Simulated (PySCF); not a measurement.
# How methods differ on the excitation energy of Ru²⁺

Ru²⁺ [Kr] 4d6 (5D) → Ru²⁺ [Kr] 4d5 5p1 (7P), as a difference of total energies. All numbers are calculated (PySCF 2.14, scalar relativity by spin-free X2C-1e, in x2c-TZVPPall (8s6p6d2f1g, 79 functions)). Correlated levels: valence: [Kr] frozen; valence and next inner shell: [Ar] 3d10 frozen. The calculations carry no spin-orbit coupling.

| method | excitation energy (cm⁻¹) |
| --- | --- |
| UHF | 68675 |
| LDA | 75817 |
| PBE | 75257 |
| PBE0 | 75639 |
| r2SCAN | 73982 |
| BP86 | 76260 |
| B2PLYP | 76925 |
| PBEsol | 75161 |
| LC-wPBE | 77958 |
| MP2 (valence) | 75194 |
| SCS-MP2 (valence) | 79359 |
| MP2 (valence and next inner shell) | 74192 |
| SCS-MP2 (valence and next inner shell) | 76463 |

A first-order spin-orbit estimate (lowest level to lowest level, LS coupling) adds -0.010 eV.

The basis was made for the ground configuration and has no added diffuse functions, so the excitation energy can come out too high.
